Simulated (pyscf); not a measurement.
**H₂B–B(OH)–Cl, singlet**

Gas-phase minimum from PySCF at ωB97X-D3(BJ)/def2-SVP, one conformer. 

```xyz
7

B     -0.5705    -0.6520    -0.4813
B      0.1028     0.8966    -0.5795
O      0.8857     1.3626    -1.5737
Cl    -0.2963     1.9768     0.7958
H      0.0024    -1.5522     0.0884
H     -1.6741    -0.8864    -0.9173
H      1.1669     2.2777    -1.4394
```

Bonded distances (Å): B1–B2 1.692, B1–H5 1.210, B1–H6 1.210, B2–O3 1.349, B2–Cl4 1.794, O3–H7 0.967. Angles (°): B2–B1–H5 121.3, B2–B1–H6 121.3, H5–B1–H6 117.2, B1–B2–O3 126.2, B1–B2–Cl4 114.7, O3–B2–Cl4 119.1, B2–O3–H7 113.2.

Properties at ωB97X-D3(BJ)/def2-SVP:

```
Property                                                                                                                                                                                              Value
---------------------------------------------------------------------------------------------------------------------  ------------------------------------------------------------------------------------
Harmonic wavenumbers, unscaled                                                                                         163, 238, 340, 358, 609, 628, 761, 877, 948, 1123, 1201, 1430, 2591, 2678, 3867 cm⁻¹
Zero-point energy                                                                                                                                                                             25.5 kcal/mol
Rotational symmetry number                                                                                                                                                                                1
Entropy of this conformer at 298 K and 1 atm, rigid rotor and harmonic oscillator, modes under 100 cm⁻¹ raised to 100                                                                       303.1 J/(mol K)
Dipole moment                                                                                                                                                                                        1.17 D
```

Single-point totals, which compare only within one level (frozen core for MP2 and CC):

```json
[
 {"level": "ωB97X-D3(BJ)/def2-TZVP", "total energy (hartree)": "-587.10799"},
 {"level": "PBE/def2-TZVP", "total energy (hartree)": "-586.68841"},
 {"level": "r²SCAN/def2-TZVP", "total energy (hartree)": "-586.94226"},
 {"level": "B3LYP-D3(BJ)/def2-TZVP", "total energy (hartree)": "-587.08229"},
 {"level": "PBE0-D3(BJ)/def2-TZVP", "total energy (hartree)": "-586.74395"},
 {"level": "M06-2X/def2-TZVP", "total energy (hartree)": "-586.98369"},
 {"level": "ωB97M-D3(BJ)/def2-TZVP", "total energy (hartree)": "-587.13421"},
 {"level": "HF/def2-TZVPP", "total energy (hartree)": "-585.60905"},
 {"level": "MP2/def2-TZVPP", "total energy (hartree)": "-586.22868"},
 {"level": "CCSD/def2-TZVPP", "total energy (hartree)": "-586.26706"},
 {"level": "CCSD(T)/def2-TZVPP", "total energy (hartree)": "-586.29263"}
]
```

Soft torsions are taken as harmonic, which can shift the entropy by several J/(mol K). The CCSD(T) − MP2 part came from Ansatz, without density fitting, on the same reference.
